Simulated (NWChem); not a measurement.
Species: AlH₃, triplet; SMILES of the neutral closed-shell parent [AlH3]

```xyz
4

Al     0.2551     0.2416    -0.3281
H     -0.9977    -0.4430     0.8380
H      1.0935     1.2193     0.6114
H     -0.3612    -1.0180     0.8684
```
Atoms are numbered in this order, from 1.

Level: PBE0/def2-SVP, spin-unrestricted (NWChem), optimised geometry, unscaled harmonic frequencies. This spin state was assumed; another may lie lower.

Question: List the harmonic frequencies with IR intensities, and the thermochemistry.

Answer: 
```csv
frequency (cm⁻¹),IR intensity (km/mol)
537,29.5
784,33.8
788,26.1
1289,23.6
1883,97.9
2804,798.2
```

| Property | Value |
|---|---|
| zero-point energy | 11.6 kcal/mol |
| thermal correction to the enthalpy at 298.15 K (with zero-point energy) | 14.2 kcal/mol |
| heat capacity Cv | 8.6 cal/(mol K) |
| entropy at 298.15 K and 1 atm (symmetry number 1, electronic part: spin degeneracy alone) | 55.9 cal/(mol K) |
| dipole moment | 1.04 D |

Rigid rotor and harmonic oscillator.
